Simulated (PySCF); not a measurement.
C2H6Be, triplet, geometry from GFN2-xTB (such geometries of metal compounds can be far from the true shape) (a higher spin typed on purpose: for a closed-shell molecule this is an excited state). Base run: CAMB3LYP/def2-SVP in PySCF.

The PySCF input:
```python
from pyscf import gto, scf, dft

mol = gto.M(
    atom='''
Be   -0.59152127    0.70896578   -0.63342377
C     1.13440018    0.00719197   -0.73541234
H     1.28983073   -0.98387002   -0.33764093
H     1.76816124    0.71259916   -0.21638952
H     1.35999967    0.01622931   -1.79335439
C    -0.94778652   -0.23317114    0.93652144
H    -1.24312704   -1.23319179    0.65224707
H    -1.78917585    0.28924441    1.37214650
H    -0.13928561   -0.28099911    1.65003172
''',
    basis='def2-svp',
    spin=2,
    verbose=3,
)

mf = dft.UKS(mol)
mf.xc = 'camb3lyp'
mf.kernel()
mf.analyze()
```

Each row names what was changed in the base input (with any setting that the change needs).

```
change                                                                                                                  ΔE vs base (mEh)  fitting functions  dipole (D)                outcome
----------------------------------------------------------------------------------------------------------------------  ----------------  -----------------  ----------  ---------------------
base                                                                                                                               0.000                  -        2.15              converged
exchange = seminumerical (SGX) (with mf = sgx.sgx_fit(mf, auxbasis='def2-universal-jfit'); with mf.with_df.dfj = True)            -0.149                213        2.15              converged
auxbasis = cc-pvtz-ri                                                                                                             -0.168                423        2.15              converged
auxbasis = even-tempered beta=1.6                                                                                                  0.003                694        2.15              converged
auxbasis = even-tempered beta=3.0                                                                                                 -0.161                320        2.15              converged
auxbasis = def2-universal-jkfit                                                                                                   -0.045                309        2.15              converged
auxbasis = cc-pvtz-jkfit                                                                                                               -                  -           -  stopped with an error
auxbasis = cc-pvqz-jkfit                                                                                                               -                  -           -  stopped with an error
auxbasis = cc-pvdz-jkfit                                                                                                               -                  -           -  stopped with an error
only_dfj = on; auxbasis = def2-universal-jfit                                                                                     -0.147                213        2.15              converged
```

A fitting set is made for a task (jfit for Coulomb, jkfit for Coulomb and exchange, ri for correlation) and for a family of orbital bases.

Open shells are given as the SCF converged; they aren't shown to be the lowest states, and a large step between rows can be another state.

- auxbasis = cc-pvtz-jkfit: ended with `pyscf.lib.exceptions.BasisNotFoundError: Basis set not found for Be in cc-pvtz-jkfit`
- auxbasis = cc-pvqz-jkfit: ended with `pyscf.lib.exceptions.BasisNotFoundError: Basis set not found for Be in cc-pvqz-jkfit`
- auxbasis = cc-pvdz-jkfit: ended with `pyscf.lib.exceptions.BasisNotFoundError: Basis set not found for Be in cc-pvdz-jkfit`
